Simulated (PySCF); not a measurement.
Species: C₆H₁₃O (doublet state).
Z-matrix (Å and degrees, GFN2-xTB geometry), rows numbered from 1:
```
C 
C   1  1.4745
C   2  1.5459  1  110.19
C   2  1.5360  1  111.32  3  -121.60
C   4  1.5259  2  111.56  1   -65.66
C   5  1.5287  4  111.98  2   177.64
O   6  1.4082  5  112.91  4  -178.01
H   1  1.0729  2  119.84  3    80.08
H   1  1.0720  2  121.04  3   -90.13
H   2  1.0965  1  109.49  3   117.76
H   3  1.0876  2  110.19  1   178.16
H   3  1.0870  2  110.26  1    58.06
H   3  1.0870  2  110.10  1   -61.75
H   4  1.0918  2  109.02  1    55.22
H   4  1.0925  2  109.51  1   173.01
H   5  1.0946  4  109.38  2   -61.27
H   5  1.0923  4  109.41  2    56.50
H   6  1.0924  5  110.21  4   -60.59
H   6  1.1011  5  109.69  4    58.50
H   7  0.9637  6  108.70  5   -56.24
```

The hyperfine couplings belong to this conformer and change with its torsions.

Identity: `[CH2][C@H](C)CCCO` [radical].

The calculation used UKS B3LYP, pcH-1 on C H O, non-relativistic, mean-field spin-orbit, GIAO in PySCF. One conformer (not necessarily the lowest) at the GFN2-xTB geometry, without solvent, vibrations or thermal averaging. A GFN2-xTB geometry isn't a minimum of the functional, and hyperfine couplings can be far from their values at a DFT geometry. Stability of the SCF solution: not tested.

**Question.** Break the g tensor into its mass correction, gauge correction and orbital-Zeeman/spin–orbit terms.

**Answer.** 
```json
{"Δg (ppm)": "relativistic mass correction", "1": "-143", "2": "-143", "3": "-143"}
{"Δg (ppm)": "gauge correction", "1": "6", "2": "44", "3": "31"}
{"Δg (ppm)": "orbital Zeeman/spin–orbit", "1": "-18", "2": "508", "3": "633"}
{"Δg (ppm)": "total", "1": "-155", "2": "409", "3": "521"}
```

So g = 2.00216, 2.00273, 2.00284 and g_iso = 2.00258; the tensor is rhombic: the two nearest values differ by 17 % of g3 − g1. Axes: g2 points within 10° of the C1–C2 bond.

**Question.** What effective moment and Curie constant follow for a powder?

**Answer.** With the mean of g² = 4.0103 and S(S+1) = 0.75: μ_eff = √(⟨g²⟩S(S+1)) = 1.734 μB and χT = 0.12505·⟨g²⟩·S(S+1) = 0.376 cm³ K/mol (cgs; spin-Hamiltonian part alone).

**Question.** At 9.753 GHz, how far is the centre of the isotropic spectrum from where a free electron (g = 2.002319) resonates?

**Answer.** B = hν/(g μB) with μB/h = 13.99624 MHz/mT gives 348.01 mT for the free electron and 347.97 mT at g_iso, 0.04 mT lower.

**Question.** In a frozen sample, at which fields do the three g values resonate at 9.5, 34, 94 and 263 GHz (hyperfine left aside), and which band first spreads them over more than twice a line width of 0.5 mT?

**Answer.** 
```csv
band,GHz,B(g3) mT,B(g2) mT,B(g1) mT,spread mT
X,9.5,338.90,338.91,339.01,0.11
Q,34.0,1212.89,1212.96,1213.30,0.41
W,94.0,3353.28,3353.47,3354.41,1.13
J,263.0,9382.05,9382.58,9385.22,3.17
```

The spread grows in proportion to the frequency. W band is the first where it exceeds 1.0 mT.

The largest Mulliken spin populations are on C1 (+1.08) and C2 (-0.08). C1 is the only atom above +0.15. The angles at C1 add up to 359.3°, so it is planar; its axial dipolar tensor and the negative couplings of its protons fit spin in a p orbital normal to that plane.

The HOMO–LUMO gaps are 6.73 eV among the α and 5.66 eV among the β orbitals.
